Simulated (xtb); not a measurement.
tert-butylthiol (C4H10S), SMILES CC(C)(C)S. All values are semi-empirical tight-binding results from xtb (GFN2-xTB unless named), good for trends rather than for accurate numbers. Geometry: GFN2-xTB. Other conformers were not sampled.

Computed properties:
```yaml
point_group_as_xtb_finds_it: Cs
orbital_gap: 4.44 eV
zero_point_energy: 80.5 kcal/mol
G − E(el) at 298.15 K (modified RRHO): 61.4 kcal/mol
static polarisability (D4 model): 71.1 bohr³
solvation energy, GFN2-xTB/ALPB(water): -0.7 kcal/mol
solvation energy, GFN2-xTB/ALPB(benzene): -5.1 kcal/mol
```
